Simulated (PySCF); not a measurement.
SiHFBr2, SMILES F[SiH](Br)Br.

Coordinates come from a TPSSh-D3(BJ)/def2-SVP optimisation. The structure was generated by enumeration, and PubChem lists no compound with its InChIKey, so it may never have been made.

All values below come from M06-2X/def2-TZVP in PySCF.

Computed frontier levels, gap, dipole moment and polarisability:
```
Item                                                                                                            Value
---------------------------------------------------------------------------------------------  ----------------------
highest occupied level                                                                                      -10.05 eV
lowest empty level                                                                                            0.22 eV
orbital gap                                                                                                  10.27 eV
dipole moment                                                                                               0.244 e·Å
quadrupole, principal values (traceless, Buckingham form, about the centre of nuclear charge)   -4.38, 0.96, 3.42 D·Å
mean static polarisability                                                                       60.4 bohr³ (8.95 Å³)
polarisability, principal values                                                               47.9, 56.8, 76.6 bohr³
```
